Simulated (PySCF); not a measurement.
## Correlation energy of Eu²⁺ (europium, charge +2)

[Xe] 4f7, high-spin 8S determinant. Computed with PySCF 2.14 in x2c-TZVPPall (11s7p7d4f2g, 113 functions), with scalar relativity by spin-free X2C-1e. Frozen: [Ar] 3d10; 33 electrons correlated.

MP2 pair energies summed by pair of shells (mhartree):

```csv
pair,energy,share (%)
4d-4f,-257.72,22.1
4d-4d,-167.71,14.4
4f-5p,-148.62,12.8
4f-4f,-135.57,11.6
5p-5p,-120.77,10.4
4d-5p,-88.25,7.6
4p-4d,-51.48,4.4
5s-5p,-33.78,2.9
4f-5s,-31.90,2.7
4d-5s,-28.29,2.4
4p-4f,-28.07,2.4
4s-4d,-17.80,1.5
4p-4p,-13.41,1.2
4s-4f,-10.78,0.9
4p-5p,-9.93,0.9
5s-5s,-6.11,0.5
4p-5s,-5.49,0.5
4s-4p,-5.44,0.5
4s-4s,-1.59,0.1
4s-5p,-1.07,0.1
4s-5s,-0.88,0.1
```

Total MP2 correlation energy: -1164.7 mhartree.

Same-spin part -491.27 and opposite-spin part -673.40 mhartree; SCS-MP2 scales them by 1/3 and 6/5 to -971.84 mhartree.

This basis was not built for core-valence correlation, so the inner-shell part is incomplete.
